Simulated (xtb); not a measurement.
Si(Cl)2(H)(SeH) (Cl2H2SeSi), SMILES [SeH][SiH](Cl)Cl. All values are semi-empirical tight-binding results from xtb (GFN2-xTB unless named), good for trends rather than for accurate numbers. Geometry: GFN2-xTB. The structure was generated by enumeration, and PubChem lists no compound with its InChIKey, so it may never have been made. One conformer was computed; it need not be the lowest.

| Property | Value |
|---|---|
| orbital gap | 4.41 eV |
| zero-point energy | 11.6 kcal/mol |
| G − E(el) at 298.15 K (modified RRHO) | -9.2 kcal/mol |
| static polarisability (D4 model) | 83.6 bohr³ |
| solvation energy, GFN2-xTB/ALPB(water) | -2.0 kcal/mol |
| solvation energy, GFN2-xTB/ALPB(methanol) | -4.6 kcal/mol |
